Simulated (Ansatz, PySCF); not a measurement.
Gas-phase reaction (SMILES): CC[Si](Cl)(Cl)Cl + Cl (HCl) → Cl[Si](Cl)(Cl)Cl [tetrachlorosilane] + CC (C2H6); hydrogen chloride cleaves one Si-C bond, a model of a ligand-exchange step.

Each molecule is optimised on its own at B3LYP-D3(BJ)/def2-TZVP (Ansatz, a quantum-chemistry and plane-wave program), one conformer each, not searched for the lowest. Correlated levels leave the core frozen unless marked. No spin-orbit coupling. Non-relativistic. Basis-set limits of correlation are two-point, X^-3; Hartree-Fock from the larger set. [CCSD(T)-MP2]/basis is that difference in the basis named. Thermal terms are rigid-rotor harmonic-oscillator values from B3LYP-D3(BJ) frequencies (Ansatz or PySCF) at 298.15 K and 1 atm. 1 Eh = 627.5095 kcal/mol.

| species | E, RI-MP2/CBS(cc-pV(T+d)Z,cc-pV(Q+d)Z)+[CCSD(T)-MP2]/cc-pV(T+d)Z (Ansatz) (Eh) | E, B3LYP-D3(BJ)/def2-TZVPD (Ansatz + dftd3) (Eh) | H - E (Eh) |
|---|---|---|---|
| CC[Si](Cl)(Cl)Cl | -1747.69609 | -1749.66415 | 0.08079 |
| Cl (HCl) | -460.37804 | -460.83744 | 0.01000 |
| Cl[Si](Cl)(Cl)Cl | -2128.38492 | -2130.66038 | 0.01467 |
| CC (C2H6) | -79.71807 | -79.86964 | 0.07887 |

### Question
Work out ΔE and ΔH at 298.15 K at the first level, then ΔH at the second.

### Answer

1. ΔE = [(-2128.38492) + (-79.71807)] - [(-1747.69609) + (-460.37804)] = -0.02886 Eh = -18.1 kcal/mol at RI-MP2/CBS(cc-pV(T+d)Z,cc-pV(Q+d)Z)+[CCSD(T)-MP2]/cc-pV(T+d)Z.
2. The terms H - E add up to 0.00275 Eh, so ΔH = (-0.02886 + (0.00275))×627.5095 = -16.4 kcal/mol.
3. At B3LYP-D3(BJ)/def2-TZVPD the same steps give ΔE = -17.8 and ΔH = -16.1 kcal/mol, a shift of +0.3 from the first level.
4. These values are not checked against measurement here, since the tables used lack a sound gas-phase enthalpy of formation for at least one species.
